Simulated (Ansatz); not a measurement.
Cost and result for the atomization energy of BH₇OSSi₂ (12 atoms, 12 bonds).

Cartesian coordinates in Å:
```
B 0.668 -0.130 -1.411
Si -0.917 0.571 -0.400
O -2.078 -0.595 -0.154
Si 0.599 0.480 1.402
S 1.484 -1.148 0.135
H 0.556 -0.876 -2.345
H 1.483 0.751 -1.557
H -1.579 1.886 -0.649
H -2.832 -0.356 0.387
H 0.430 -0.046 2.788
H 1.710 1.468 1.419
H 0.476 -2.007 0.385
```

The species carries charge 0 and has multiplicity 1. The bonds changed during the relaxation, so this is another structure than the one it started from. The structure was optimised at the PBE0-D4/def2-TZVP level. It is one conformer, not always the lowest. Program: Ansatz. All runs use 4 threads of an Intel Xeon Platinum 8559C on a shared host. Times are those of one run each, without the atoms' runs, and a repeat can differ threefold. Electronic energies, without spin–orbit coupling; frozen cores. CCSD(T)/CBS adds CCSD(T) − MP2 in def2-TZVPP to the MP2 limit, and its time is that of the two runs behind it. T1 = 0.013. B3LYP takes the VWN-RPA correlation (the form of Gaussian; ORCA's B3LYP/G).

CCSD(T)/CBS is a level of theory with its own doubt, some kJ/mol a heavy atom from the limit and from the frozen cores, so smaller differences don't rank the functionals.

```tsv
level	functions	wall time	atomization (kcal/mol)	difference from CCSD(T)/CBS	per bond
PBE-D4/def2-TZVPP (with forces)	286	1.9 s	937.0	8.8	0.7
PBE0-D4/def2-TZVPP	286	2.5 s	926.0	-2.2	-0.2
r2SCAN-D4/def2-TZVPP (with forces)	286	3.1 s	934.4	6.2	0.5
B3LYP-D4/def2-TZVPP (with forces)	286	4 s	925.2	-3.0	-0.2
B2PLYP/def2-TZVPP	286	4.8 s	912.0	-16.2	-1.4
ωB97X-V/def2-TZVPP	286	6 s	934.9	6.7	0.6
ωB97M-V/def2-TZVPP (with forces)	286	8 s	932.4	4.2	0.3
MP2/def2-QZVPP	534	19 s	926.5	-1.7	-0.1
CCSD(T)/def2-TZVPP	286	92 s	901.5	-26.7	-2.2
CCSD(T)/CBS(def2)	–	110 s	928.2	0.0	0.0
```

In def2-TZVPP, CCSD(T) changes the Hartree–Fock value by +226.6 kcal/mol (the triples alone add +14.0 kcal/mol) and MP2 by +235.8 kcal/mol; breaking electron pairs costs correlation energy, which Hartree–Fock lacks. The D4 term adds +13.6 kcal/mol with B3LYP and +7.1 kcal/mol with PBE0; it sums over pairs of atoms, weighted by their polarisabilities, and B3LYP, whose exchange is more repulsive, gets the larger term. From PBE to PBE0 (25 % exact exchange), in def2-TZVPP and without D4, the atomization energy moves by −9.8 kcal/mol: exact exchange takes away binding that semilocal exchange gives to molecules.
